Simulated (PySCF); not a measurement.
A structure optimised at PBE0-D3(BJ)/def2-SVP, used in a PySCF frequency run:

```
O
C 1 1.4041
H 2 1.1005 1 108.19
H 2 1.1048 3 108.17 1 -121.50
H 2 1.1068 3 107.91 4 -116.71
Ge 1 1.7642 2 120.77 3 179.73
H 6 1.5270 1 105.84 2 176.37
H 6 1.5369 7 116.29 1 -123.14
Cl 6 2.1654 7 109.27 8 -120.50
```

Q: Write its SMILES and formula.

A: C[O][GeH2][Cl], CH5ClGeO

Q: What are its rotational constants (standard atomic weights)?

A: 5.3402, 2.5467, 1.8414 GHz
